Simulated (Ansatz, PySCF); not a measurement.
Al(Me)2(F) (C₂H₆AlF), SMILES [F][Al]([CH3])[CH3]. Atoms are numbered in the order given.

```xyz
10

Al    -0.0249     0.0217    -0.0222
C      1.7493    -0.2905    -0.7667
H      2.2670    -1.1400    -0.2917
H      2.3843     0.6019    -0.6185
H      1.7105    -0.4716    -1.8539
C     -0.7118    -0.6252     1.6835
H     -1.3781    -1.4915     1.5194
H     -1.3148     0.1417     2.1978
H      0.0874    -0.9543     2.3677
F     -1.0731     0.9473    -0.9481
```
Charge 0, spin multiplicity 1.

Geometry optimised at B3LYP-D3(BJ)/def2-SVP. The isomer is the one that the SMILES or the coordinates give; other isomers of the formula were not compared.

Vertical ionisation energy (IE) and electron affinity (EA) in eV. Rows of orbital energies are one-electron estimates. Where ΔSCF, EOM or ADC give a negative EA the extra electron is unbound and the value depends on the basis.

```
level                                                                  IE     EA
-------------------------------------------------------------------  ----  -----
−ε(HOMO), −ε(LUMO), CAM-B3LYP/def2-TZVP (PySCF)                      9.33  -0.55
−ε(HOMO), −ε(LUMO), PBE/def2-TZVP (PySCF)                            6.64   1.12
ΔSCF, PBE0/def2-SVPD (Ansatz), final states of multiplicity 2 and 2   ___    ___
ΔSCF, PBE/def2-SVPD (Ansatz), final states of multiplicity 2 and 2   9.84  -0.52
```

Q: Fill in the missing entries. (The exact figures need the calculation; the answer reports its results.)

A: 
- ΔSCF, PBE0/def2-SVPD (Ansatz, a quantum-chemistry and plane-wave program), final states of multiplicity 2 and 2, IE: 10.13
- ΔSCF, PBE0/def2-SVPD (Ansatz), final states of multiplicity 2 and 2, EA: -0.65

Q: What vertical singlet–triplet gap does ΔSCF give with PBE0/def2-SVPD (Ansatz) and with PBE/def2-SVPD (Ansatz)? (Estimate from the structure and the level; the computed values follow.)

A: 5.69 and 5.33 eV (triplet above singlet where positive).
